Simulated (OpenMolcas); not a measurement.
# Ir2+: effect of the level shift or regulariser

* Program: OpenMolcas
* Basis: ANO-RCC-VTZP [8s7p5d3f1g]
* Scalar Hamiltonian: DKH2, point nucleus
* Active space: 7 electrons in 5 orbitals (5d)
* State averaging: 2S+1 = 4 even, 10 roots; 2S+1 = 2 even, 40 roots
* Spin-orbit coupling: RASSI with atomic mean-field integrals over the reference wave functions, term energies averaged over their components

Methods on the same reference wave functions:
A. CASSCF
B. MS-CASPT2, IPEA 0.25 Eh, imaginary shift 0.1 Eh (closed shells correlated: 5s 5p)
C. MS-CASPT2, IPEA 0.25 Eh, real shift 0.2 Eh (closed shells correlated: 5s 5p)
D. MS-CASPT2, IPEA 0.25 Eh, sigma2 regulariser 0.3 Eh (closed shells correlated: 5s 5p)

Energies in cm⁻¹ above 5d⁷ ⁴F_9/2.

```json
{"Level": "5d⁷ ⁴F_9/2", "A": "0.0", "B": "0.0", "C": "0.0", "D": "0.0"}
{"Level": "5d⁷ ⁴F_7/2", "A": "7484", "B": "7640", "C": "7640", "D": "7640"}
{"Level": "5d⁷ ⁴F_5/2 [65 %]", "A": "10028", "B": "9290", "C": "9290", "D": "9290"}
{"Level": "5d⁷ ⁴P_5/2", "A": "17301", "B": "14460", "C": "14500", "D": "14470"}
{"Level": "5d⁷ ²G_9/2 [62 %]", "A": "17771", "B": "16310", "C": "16310", "D": "16310"}
{"Level": "5d⁷ ⁴P_1/2 [71 %]", "A": "20750", "B": "17610", "C": "17670", "D": "17620"}
{"Level": "5d⁷ ²H_11/2", "A": "23783", "B": "21990", "C": "21980", "D": "21990"}
{"Level": "5d⁷ ²G_7/2", "A": "24012", "B": "22010", "C": "22020", "D": "22010"}
{"Level": "5d⁷ ²D_5/2(1) [75 %]", "A": "27842", "B": "25000", "C": "25030", "D": "25000"}
{"Level": "5d⁷ ²P_1/2 [71 %]", "A": "31593", "B": "28510", "C": "28590", "D": "28520"}
{"Level": "5d⁷ ²H_9/2 [74 %]", "A": "31820", "B": "30090", "C": "30080", "D": "30090"}
{"Level": "5d⁷ ²F_5/2", "A": "35795", "B": "29780", "C": "29840", "D": "29780"}
{"Level": "5d⁷ ²F_7/2", "A": "40429", "B": "34930", "C": "34980", "D": "34930"}
{"Level": "5d⁷ ²D_3/2(2)", "A": "55746", "B": "48540", "C": "48550", "D": "48540"}
{"Level": "5d⁷ ²D_5/2(2)", "A": "59220", "B": "51220", "C": "51280", "D": "51220"}
```

Among B to D the level of the table that moves most is 5d⁷ ²P_1/2 [71 %], by 74 cm-1 (lowest in B, highest in C). Moves below CASPT2's spread within the term are not significant.

From A to B the spin-free energies of the other terms of 5d⁷ shown, above ⁴F, scale by factors of 0.73 to 0.88, as is usual when dynamic correlation screens the repulsion within a d or f shell.

The lowest spin-free term lies below A's lowest term by 0.388 hartree in B, 0.388 hartree in C, 0.388 hartree in D.

Term energies are means over components that CASPT2 splits; among the terms shown or strongly mixed into the levels shown the widest spread is 640 cm-1 (5d⁷ ⁴F, D). Configurations with an s electron lie low in 5d ions of this charge, fall among these levels and mix in, so low-spin terms can stand far too high, up to twice their true height, and weights are not those of the real levels. Without dynamic correlation excited terms often stand tens of per cent too high (terms of higher spin than the ground term too low), and those without a measured partner can miss by more than the paired ones (holds for A). The CASPT2 spread within a term exceeds the gap to the next term for 5d⁷ ²H and 5d⁷ ²D(1), so the order of their levels is uncertain (holds for B; C; D). Levels of configurations outside the active space are missing. Levels that lie high or do not pair safely by name in every column are left out.

A share in square brackets marks a mixed level and gives the weight of the term that names it, the lowest over the columns. A number in round brackets counts repeated terms of one configuration in the order of the reference energies.
